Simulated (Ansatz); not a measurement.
This geometry of H3NS2Sn (7 atoms, charge 0, multiplicity 1) is a first-order saddle point.

Level of theory: RKS B3LYP/def2-SVP in Ansatz.

```xyz
7
Properties=species:S:1:pos:R:3
N -0.896 1.080 -0.195
Sn 0.653 -0.171 0.005
S 0.454 -2.025 1.545
S 0.382 -2.474 -0.683
H -0.786 2.066 -0.404
H -1.859 0.777 -0.098
H 2.115 0.680 -0.215
```

(1) Which two structures does it join? (They come from a converged band through this point; their orientation in space is the band's.)

(2) How far does it lie above each of them?

Results:

(1) No bond is made or broken. The height of N1 over the plane of its neighbours goes from 0.38 to -0.38 Å. The two ends are copies of one structure, up to a mirror image or an exchange of like atoms.

First end point:

```xyz
7
Properties=species:S:1:pos:R:3
N -0.849 1.237 0.020
Sn 0.671 -0.122 0.006
S 0.404 -1.978 1.520
S 0.320 -2.421 -0.701
H -0.912 1.784 -0.840
H -1.754 0.790 0.176
H 2.181 0.641 -0.227
```

Last end point:

```xyz
7
Properties=species:S:1:pos:R:3
N -0.880 1.129 -0.464
Sn 0.667 -0.138 -0.058
S 0.484 -1.879 1.629
S 0.260 -2.461 -0.549
H -0.851 1.991 0.082
H -1.785 0.684 -0.301
H 2.168 0.606 -0.386
```

(2) 0.061 eV above the first and 0.061 eV above the second. This is the barrier of this one path; another mechanism may lie lower.

Run time: 12 min on 1 thread of AMD EPYC 7R43 64-Core Processor (Zen 3) (shared host), peak memory 0.22 GiB.
